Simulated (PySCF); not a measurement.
## CH12BPSi3

CH12BPSi3 is a small molecule, neutral, singlet. The structure, one conformer, was relaxed in the gas phase by PBE0-D3(BJ)/def2-SVP. No frequency run checks that it is a minimum.

SMILES: C[Si]([SiH3])(P)B[SiH3]

Coordinates in Å:
```
Si1     0.093   -0.567    0.424
Si2    -0.795   -2.556    1.250
C3      1.969   -0.442    0.360
B4     -1.072    0.609   -0.650
Si5    -0.176    1.811   -1.986
P6     -0.898    1.133    1.577
H7     -0.606   -3.672    0.271
H8     -0.141   -2.954    2.536
H9     -2.257   -2.352    1.483
H10     2.355   -1.118   -0.419
H11     2.423   -0.731    1.319
H12     2.279    0.583    0.108
H13    -2.197    0.194   -0.819
H14    -0.990    3.002   -2.397
H15     0.151    1.042   -3.231
H16     1.118    2.348   -1.442
H17    -1.494    1.666    0.240
H18     0.219    2.010    1.402
```

Shieldings: GIAO PBE0/pcSseg-1. Shifts are against computed references at the same level: C TMS (σ 184.4 ppm), H TMS (σ 31.27 ppm), Si TMS (σ 352.0 ppm). Core levels by delta-SCF with SCAN, pcX-2 on the ionised atom and pcseg-1 elsewhere, spin-free X2C (2p3/2 is the spin-free 2p value less a third of a first-order spin-orbit splitting); from the vacuum level, for chosen atoms.

(1) Give the shieldings and core levels atom by atom.

(2) Which of Si1, Si2 holds its core electrons tightest, and by how much against the loosest?

(3) By CAM-B3LYP/def2-SVPD (TDDFT singlets, Tamm-Dancoff triplets, ionisation by delta-SCF), where does absorption start, and what does vertical ionisation take?

Answers

(1) 
| atoms | bonded to | σ (ppm) | δ (ppm) | core level (eV) |
| --- | --- | --- | --- | --- |
| Si1 | 1 B + 1 C + 1 P + 1 Si | 435.4 | -83.4 | 2p3/2 106.00 |
| Si2 | 1 Si + 3 H | 446.0 | -94.0 | 2p3/2 106.43 |
| C3 | 1 Si + 3 H | 191.3 | -6.9 | 1s 290.36 |
| B4 | 2 Si + 1 H | 146.5 | - | 1s 194.38 |
| Si5 | 1 B + 3 H | 435.1 | -83.1 | - |
| P6 | 1 Si + 2 H | 579.3 | - | 2p3/2 136.50 |
| H7 H8 H9 | 1 Si | 27.54 | 3.73 | - |
| H10 H11 H12 | 1 C | 30.78 | 0.48 | - |
| H13 | 1 B | 30.88 | 0.39 | - |
| H14 H15 H16 | 1 Si | 27.65 | 3.62 | - |
| H17 | 1 P | 32.03 | -0.76 | - |
| H18 | 1 P | 31.16 | 0.11 | - |

Values are those of this one static structure, with the three H of a rotating XH3 group averaged; atoms that internal rotation interchanges would show their mean in an NMR spectrum.

(2) Si2 (bonded to 1 Si + 3 H), by 0.43 eV over Si1 (bonded to 1 B + 1 C + 1 P + 1 Si).

(3) The lowest singlet lies at 4.68 eV (f 0.002), the strongest of the first 6 at 6.34 eV (f 0.135), the lowest triplet at 4.15 eV; vertical ionisation takes 8.58 eV.
